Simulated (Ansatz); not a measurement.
Geometry optimisation, RKS B3LYP-D4/cc-pVDZ (Ansatz).

input.yaml

```yaml
crystal:
  periodic: [false, false, false]
  atoms:
    - { symbol: B, position_ang: [-0.132959, 0.59892, -0.328876] }
    - { symbol: F, position_ang: [-0.531867, -0.243006, 2.025668] }
    - { symbol: O, position_ang: [1.12325, 0.038298, -0.291507] }
    - { symbol: H, position_ang: [1.142741, -0.873424, -0.614186] }
    - { symbol: "N", position_ang: [-1.246299, 0.005577, -0.954832] }
    - { symbol: H, position_ang: [-1.261308, -0.962007, -1.25809] }
    - { symbol: H, position_ang: [-2.169212, 0.415478, -0.906313] }
    - { symbol: P, position_ang: [-0.195328, 2.457918, 0.181485] }
    - { symbol: H, position_ang: [-1.464685, 2.446171, 0.848402] }
    - { symbol: H, position_ang: [0.573927, 2.360151, 1.392041] }
    - { symbol: H, position_ang: [-0.12216, 0.589424, 2.015608] }
basis:
  gaussian: { orbitals: cc-pVDZ }
hamiltonian:
  xc: b3lyp
  dispersion: d4
relax:
  f_tol: 0.03
  max_steps: 50
```

Command:

```bash
$ ansatz run input.yaml --threads 2 --pin off --max-ram 3072MiB --backend cpu --events-out ev --progress --plain --runs-dir out
```

Where does it end, and by what steps?

It converged. After 8 steps the energy has fallen by 0.078 eV; F2 moved furthest, 0.36 Å.

```csv
step,energy less start (eV),largest force component (eV/Å),accepted
0,0.0000,0.547,yes
1,-0.0522,0.917,yes
2,-0.0266,1.609,no
3,-0.0692,0.250,yes
4,-0.0747,0.315,yes
5,-0.0768,0.040,yes
6,-0.0770,0.064,yes
7,-0.0772,0.149,yes
8,-0.0775,0.012,yes
```

```xyz
11
Properties=species:S:1:pos:R:3
B -0.108 0.596 -0.416
F -0.527 -0.154 2.374
O 1.143 0.035 -0.387
H 1.173 -0.869 -0.732
N -1.244 -0.011 -0.977
H -1.249 -0.958 -1.339
H -2.165 0.403 -0.932
P -0.186 2.456 0.211
H -1.440 2.377 0.904
H 0.610 2.286 1.393
H -0.291 0.673 2.010
```

Whether the end is a true minimum wasn't checked by a vibrational analysis.

Time of the run: 17 s on 2 threads of Intel(R) Xeon(R) 6975P-C (Granite Rapids), on a shared host, peak memory 0.24 GiB.
